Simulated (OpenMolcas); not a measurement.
Multiconfigurational calculation on Rh3+

Rh3+ among 5 point charges of -2 e arranged as a trigonal bipyramid (D3h), 2.31 Å from the ion, with the axial distance 2.518 Å.

Input:

```
&GATEWAY
Coord
1

Rh 0.0 0.0 0.0
Basis=ANO-RCC-VDZP
Group=NoSym
NoMove
AngMom=0.0 0.0 0.0
AMFI
XField
5 Angstrom 0
2.310000 0.000000 0.000000 -2.000000
-1.155000 2.000519 0.000000 -2.000000
-1.155000 -2.000519 0.000000 -2.000000
0.000000 0.000000 2.517900 -2.000000
0.000000 0.000000 -2.517900 -2.000000
&SEWARD
&RASSCF
FileOrb=start.orb
Symmetry=1
Spin=5
nActEl=6 0 0
Inactive=18
Ras2=5
CIRoot=5 5 1
SDav=5
CIMx=300
Iter=120 100
PrWF=0.3
OrbListing=Nothing
MaxOrb=0
>>> COPY $Project.JobIph JOB001
&RASSCF
FileOrb=start.orb
Symmetry=1
Spin=3
nActEl=6 0 0
Inactive=18
Ras2=5
CIRoot=45 45 1
SDav=45
CIMx=300
Iter=120 100
PrWF=0.3
OrbListing=Nothing
MaxOrb=0
>>> COPY $Project.JobIph JOB002
&RASSCF
FileOrb=start.orb
Symmetry=1
Spin=1
nActEl=6 0 0
Inactive=18
Ras2=5
CIRoot=50 50 1
SDav=50
CIMx=300
Iter=120 100
PrWF=0.3
OrbListing=Nothing
MaxOrb=0
>>> COPY $Project.JobIph JOB003
&RASSI
NrOfJobIphs=3 5 45 50
1 2 3 4 5
1 2 3 4 5 6 7 8 9 10 11 12 13 14 15 16 17 18 19 20 21 22 23 24 25 26 27
28 29 30 31 32 33 34 35 36 37 38 39 40 41 42 43 44 45
1 2 3 4 5 6 7 8 9 10 11 12 13 14 15 16 17 18 19 20 21 22 23 24 25 26 27
28 29 30 31 32 33 34 35 36 37 38 39 40 41 42 43 44 45 46 47 48 49 50
IphNames
JOB001
JOB002
JOB003
EJob
SpinOrbit
DIPRint=1.0
SOCoupling=1000.0
Subsets=2
Property=9
'ANGMOM' 1 'ANGMOM' 2 'ANGMOM' 3 'MLTPL  1' 1 'MLTPL  1' 2 'MLTPL  1' 3
'AMFI' 1 'AMFI' 2 'AMFI' 3
SOProperty=3
'ANGMOM' 1 'ANGMOM' 2 'ANGMOM' 3
```

Launched by
```bash
OMP_NUM_THREADS=1 MOLCAS_MEM=1689 MOLCAS_PROJECT=a pymolcas a.inp > a.log  # once for each step of the input, in one work folder
```

A driver script runs the steps one by one and writes start.orb anew before each from the orbitals found so far.

Output, cut to the results:

```
--- SEWARD ---
Basis set label: RH.ANO-RCC...6S5P3D1F.

      Electronic valence basis set:
      ------------------
      Associated Effective Charge  45.000000 au
      Associated Actual Charge     45.000000 au
      Nuclear Model: Point charge

      Shell  nPrim  nBasis  Cartesian Spherical Contaminant
         s      21       6        X
         p      18       5        X
         d      13       3                 X
         f       6       1                 X
                  Relativistic Douglas-Kroll-Hess integrals:
                    - DKH order of Hamiltonian: 2
                    - DKH order of Properties : 0
                  Atomic mean-field integrals
--- RASSCF ---
Wave function specifications:
      -----------------------------

      Number of closed shell electrons          36
      Number of electrons in active shells       6
      Max number of holes in RAS1 space          0
      Max nr of electrons in RAS3 space          0
      Number of inactive orbitals               18
      Number of active orbitals                  5
      Number of secondary orbitals              20
      Spin quantum number                      2.0
      State symmetry                             1
Orbital specifications:
      -----------------------

      Symmetry species                           1
                                                 a
      Frozen orbitals                            0
      Inactive orbitals                         18
      Active orbitals                            5
      RAS1 orbitals                              0
      RAS2 orbitals                              5
      RAS3 orbitals                              0
      Secondary orbitals                        20
      Deleted orbitals                           0
      Number of basis functions                 43
      Number of CSFs                             5
      Number of root(s) required                 5
      Iter CI   SX   CI       RASSCF       Energy    max ROT     max BLB   max BLB  Level Ln srch  Step   QN
          iter iter root      energy       change     param      element    value   shift minimum  type update
 Nr of preliminary CI iterations:   1
      Total energies have been shifted. Add                -4000.00 au
        1   1    7    0  -784.88806615    0.00E+00   1.76E-01*  21  34 1  3.92E-01*  0.00   0.00    SX    NO
        2   1    7    0  -785.15310548   -2.65E-01*  3.82E-02   17  30 1  1.80E-01*  0.04   0.00    SX    NO
        3   1    7    0  -785.17037930   -1.73E-02*  2.27E-02   16  29 1 -4.55E-02*  0.00   0.00    SX    NO
        4   1    7    0  -785.17324096   -2.86E-03*  1.07E-02   17  30 1  2.74E-02*  0.01   0.00    SX    NO
        5   1    6    0  -785.17391494   -6.74E-04*  3.60E-03   16  29 1 -1.29E-02*  0.00   0.67    QN   YES
        6   1    5    0  -785.17414002   -2.25E-04*  7.73E-05   21  34 1  1.80E-04*  0.00   1.02    QN   YES
        7   1    4    0  -785.17414010   -8.36E-08* -8.21E-06   16  36 1  1.42E-05   0.00   1.03    QN   YES
        8   1    3    0  -785.17414010   -5.68E-10  -1.77E-06   17  32 1 -2.52E-06   0.00   1.17    QN   YES
      Convergence after  8 iterations
        9   1    3    0  -785.17414010   -7.28E-12  -1.77E-06   18  28 1  1.74E-07   0.00   1.17    QN   YES
      Natural orbitals and occupation numbers for root  1
      sym 1:   1.000000   2.000000   1.000000   1.000000   1.000000
      Natural orbitals and occupation numbers for root  2
      sym 1:   1.000000   2.000000   1.000000   1.000000   1.000000
      Natural orbitals and occupation numbers for root  3
      sym 1:   2.000000   1.000000   1.000000   1.000000   1.000000
::    RASSCF root number  1 Total energy:  -4785.17962027
::    RASSCF root number  2 Total energy:  -4785.17962027
::    RASSCF root number  3 Total energy:  -4785.17427283
::    RASSCF root number  4 Total energy:  -4785.17427283
::    RASSCF root number  5 Total energy:  -4785.16291431
--- RASSCF ---
Wave function specifications:
      -----------------------------

      Number of closed shell electrons          36
      Number of electrons in active shells       6
      Max number of holes in RAS1 space          0
      Max nr of electrons in RAS3 space          0
      Number of inactive orbitals               18
      Number of active orbitals                  5
      Number of secondary orbitals              20
      Spin quantum number                      1.0
      State symmetry                             1
...
--- RASSI ---
SPIN-FREE ENERGIES:
  (Shifted by EMIN (a.u.) =      -4785.1796202702)

 SF State       Relative EMIN(au)   Rel lowest level(eV)    D:o, cm**(-1)      L_eff

     1             0.0000000000        0.0000000000              0.0000         2.0
     2             0.0000000013        0.0000000354              0.0003         2.0
     3             0.0053474362        0.1455111511           1173.6266         2.0
     4             0.0053474391        0.1455112297           1173.6272         2.0
     5             0.0167059560        0.4545922213           3666.5335         2.0
     6             0.0791159942        2.1528558767          17363.9537         4.4
     7             0.0853661114        2.3229302284          18735.6958         4.8
     8             0.0853661114        2.3229302284          18735.6958         4.8
     9             0.0866508106        2.3578886745          19017.6547         5.0
    10             0.0866508106        2.3578886745          19017.6547         5.0
    11             0.0887845232        2.4159499526          19485.9505         4.3
    12             0.0888986164        2.4190545885          19510.9911         4.3
    13             0.0909568438        2.4750618085          19962.7198         4.9
    14             0.0909568462        2.4750618741          19962.7203         4.9
    15             0.0965747102        2.6279317412          21195.6989         4.9
    16             0.0965747102        2.6279317412          21195.6989         4.9
    17             0.0981526646        2.6708700680          21542.0199         2.1
    18             0.0981526651        2.6708700806          21542.0200         2.1
    19             0.0996084577        2.7104842169          21861.5295         3.2
    20             0.1051357353        2.8608891004          23074.6267         3.2
    21             0.1051357358        2.8608891159          23074.6269         3.2
...
```

Spin-orbit levels above the lowest (labels of D3, the rotations of D3h):

```csv
E (cm-1),Degeneracy,Label,2S+1,g
0.0,2,,5,0.00 0.00 9.56
135.7,2,E,5,0.00 0.00 5.77
406.2,2,E,5,0.00 0.00 2.18
598.2,1,A1,5,
734.5,2,E,5,0.00 0.00 11.96
1362,1,A2,5,
1672,2,E,5,0.00 0.00 5.57
1986,1,A1,5,
1986,1,A2,5,
2674,2,E,5,0.00 0.00 4.32
3260,2,E,5,0.00 0.00 0.29
3744,1,A1,5,
3820,1,A2,5,
4984,2,E,5,0.00 0.00 7.88
5229,2,E,5,0.00 0.00 3.94
5306,1,A1,5,
17598,1,A1,3,
18093,2,E,3,0.00 0.00 3.50
18842,2,E,3,0.00 0.00 9.15
19299,2,E,3,0.00 0.00 5.88
```

An orbital doublet at a regular site is open to a Jahn-Teller distortion, which this geometry leaves out. Without dynamic correlation the repulsion within the d shell is too large (B by tens of per cent), so at a given field states of lower spin stand too high. Point charges give a weaker field than real ligands, and real ions of this kind are as a rule low spin; the high spin found here belongs to the model. The ground term spreads over less than 5000 cm-1, several times less than with real ligands, so orbital moments are less quenched and χT lies further from the spin-only value than at real sites. This is an electrostatic model: the charges have no orbitals. No measured value stands beside these numbers.

The RASSCF and RASSI steps took 33 s on 1 thread of Intel(R) Xeon(R) Platinum 8259CL CPU @ 2.50GHz (Skylake/Cascade Lake), with other jobs on the host; the integral step is not counted.

With an even number of electrons the g values are those of a degenerate or nearly degenerate non-Kramers pair.
